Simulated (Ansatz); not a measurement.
Input and output for `CC1=CC(C)=[O+][Sn-]([OH])[O]1`.

```yaml
crystal:
  periodic: [false, false, false]
  atoms:
    - {symbol: C, position_ang: [2.244316, -1.225073, -0.608309]}
    - {symbol: C, position_ang: [1.238678, -0.307076, 0.014338]}
    - {symbol: C, position_ang: [0.008188, -0.111339, -0.619585]}
    - {symbol: C, position_ang: [-0.977757, 0.793756, -0.215844]}
    - {symbol: C, position_ang: [-2.193848, 0.979335, -1.069315]}
    - {symbol: O, position_ang: [-0.938804, 1.510426, 0.830301]}
    - {symbol: Sn, position_ang: [0.388128, 1.313790, 2.537491]}
    - {symbol: O, position_ang: [-0.502399, -0.348737, 3.160561]}
    - {symbol: O, position_ang: [1.609003, 0.245020, 1.094900]}
    - {symbol: H, position_ang: [1.889677, -1.667473, -1.537827]}
    - {symbol: H, position_ang: [2.491329, -2.016259, 0.103850]}
    - {symbol: H, position_ang: [3.164681, -0.667167, -0.797146]}
    - {symbol: H, position_ang: [-0.165431, -0.653020, -1.538359]}
    - {symbol: H, position_ang: [-2.264868, 2.029732, -1.361809]}
    - {symbol: H, position_ang: [-2.180679, 0.353594, -1.960225]}
    - {symbol: H, position_ang: [-3.082429, 0.752943, -0.474958]}
    - {symbol: H, position_ang: [-0.746788, -0.982953, 2.482136]}
basis:
  gaussian: {orbitals: STO-3G}
total_charge: -1
magnetization: {spin_polarized: true, initial_magnetization: 1}
hamiltonian: {xc: {name: r2SCANh}}
accuracy: high
output: {forces: true}
```

```sh
$ ansatz run in.yaml --threads 4 --pin off --events-out ev --progress --plain --max-ram 66560MiB --backend cpu
```

It prints (some lines left out):

```
Functional definition: r2SCANh
1682 factors; integrals over basis functions are off by at most 2.9e-8 eV
mean field evaluation 1: about -173628.7259 eV, gradient 1.6e1 eV
mean field evaluation 2: about -173626.5541 eV, gradient 2.6e1 eV
mean field evaluation 4: about -173630.6168 eV, gradient 1.6e0 eV
mean field evaluation 8: about -173630.5421 eV, gradient 1.4e-1 eV
mean field evaluation 16: about -173630.5424 eV, gradient 2.4e-4 eV
mean field -173630.54244122 eV, -6380.8047437062 hartree, gradient 3.6e-8 eV, S^2 0.775170; 0 other end points of the search recorded, 0 dependent functions left out
reference -173630.54244259 eV, -6380.8047437566 hartree; 57, 56 occupied and 18, 19 virtual orbitals, 1682 factors
Total energy: -173630.54244259 eV, -6380.8047437566 hartree
Atom 0 at     2.244316    -1.225073    -0.608309 Å, force     0.803027    -0.601371    -0.043705 eV/Å
Atom 1 at     1.238678    -0.307076     0.014338 Å, force    -3.143232    -1.426697    -3.934821 eV/Å
Atom 2 at     0.008188    -0.111339    -0.619585 Å, force    -0.133791    -0.484141    -1.029296 eV/Å
Atom 3 at    -0.977757     0.793756    -0.215844 Å, force     1.378737    -3.673598    -3.465073 eV/Å
Atom 4 at    -2.193848     0.979335    -1.069315 Å, force    -0.940649     0.265484    -0.225029 eV/Å
Atom 5 at    -0.938804     1.510426     0.830301 Å, force     0.476220     4.288855     6.669214 eV/Å
Atom 6 at     0.388128     1.313790     2.537491 Å, force    -0.793165    -2.246332    -3.105965 eV/Å
Atom 7 at    -0.502399    -0.348737     3.160561 Å, force     1.087671     2.763544     2.738955 eV/Å
Atom 8 at     1.609003     0.245020     1.094900 Å, force     2.005077     3.529413     6.827938 eV/Å
Atom 9 at     1.889677    -1.667473    -1.537827 Å, force    -0.042621    -0.117736    -0.204318 eV/Å
Atom 10 at     2.491329    -2.016259     0.103850 Å, force     0.331722    -0.519068    -0.021395 eV/Å
Atom 11 at     3.164681    -0.667167    -0.797146 Å, force     0.497110    -0.078487    -0.266631 eV/Å
Atom 12 at    -0.165431    -0.653020    -1.538359 Å, force    -0.066570    -0.211045    -0.368311 eV/Å
Atom 13 at    -2.264868     2.029732    -1.361809 Å, force    -0.311665     0.324321    -0.351182 eV/Å
Atom 14 at    -2.180679     0.353594    -1.960225 Å, force    -0.034159    -0.122642    -0.204012 eV/Å
Atom 15 at    -3.082429     0.752943    -0.474958 Å, force    -0.603080    -0.055208    -0.117552 eV/Å
Atom 16 at    -0.746788    -0.982953     2.482136 Å, force    -0.510633    -1.635292    -2.898819 eV/Å
Dipole moment:     0.006199     0.057383     0.215141 e Å
```

It took 22 s on 4 threads of an AMD EPYC 7R13 on a shared host, with 1 GiB of host memory at the peak.
